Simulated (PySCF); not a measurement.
Stepwise substitution at one centre (Al Cl-OH). Gas-phase values, no solvent. One relaxed conformer stands for each flexible species; it need not be the lowest. Strings in code marks are SMILES.

The four lowest singlet excitations (Tamm–Dancoff). The numbers are results of PySCF 2.14.0 with PBE-D3(BJ)/def2-TZVP // B3LYP-D3(BJ)/def2-TZVP, not measurements. Excitations are Tamm–Dancoff values on a coarser integration grid. The basis has no diffuse functions, so Rydberg states are missing or too high.

| state | energy (eV) | wavelength (nm) | oscillator strength |
|---|---|---|---|
| S1 | 6.05 | 205 | 0.000 |
| S2 | 6.05 | 205 | 0.000 |
| S3 | 6.81 | 182 | 0.000 |
| S4 | 6.85 | 181 | 0.059 |

Identify which member gives these states.
(A) `[OH][Al]([Cl])[Cl]` (H–O–Al–Cl torsion 180°)
(B) `[OH][Al]([OH])[Cl]` (H–O–Al–Cl torsion 0°, Cl–Al–O–H torsion 180°)
(C) `[OH][Al]([OH])[OH]`

C, `[OH][Al]([OH])[OH]`
